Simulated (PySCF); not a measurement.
CH4AlIO. Atoms are numbered in the order given.

```xyz
8

Al     0.1002    -1.3762     0.0000
I     -0.0466     1.1190     0.0000
C     -1.4934    -2.4789     0.0000
H     -2.1150    -2.2680     0.8860
H     -1.2348    -3.5493     0.0000
H     -2.1150    -2.2680    -0.8860
O      1.6383    -2.1013     0.0000
H      2.4856    -1.6461     0.0000
```

Coordinates come from a B3LYP-D3(BJ)/def2-SVP optimisation. The def2 effective core potentials stand for the cores of I; spin–orbit coupling is left out. Other conformers were not sampled.

Calculation: PBE/def2-TZVP run with PySCF.

ESP charges are fitted to the potential on shells at 1.4 to 2.0 van der Waals radii. Atomic charges (e):

| atom | ESP fit | Mulliken |
|---|---|---|
| Al1 | 0.66 | [?] |
| I2 | -0.26 | -0.24 |
| C3 | -0.34 | [?] |
| H4 | 0.06 | 0.15 |
| H5 | 0.11 | 0.15 |
| H6 | 0.06 | 0.15 |
| O7 | -0.67 | [?] |
| H8 | 0.37 | 0.31 |

Question: Complete the blanks. (Estimate from the structure and the level; the computed values follow.)

Answer: 
- Al1, Mulliken: 0.52
- C3, Mulliken: -0.55
- O7, Mulliken: -0.48
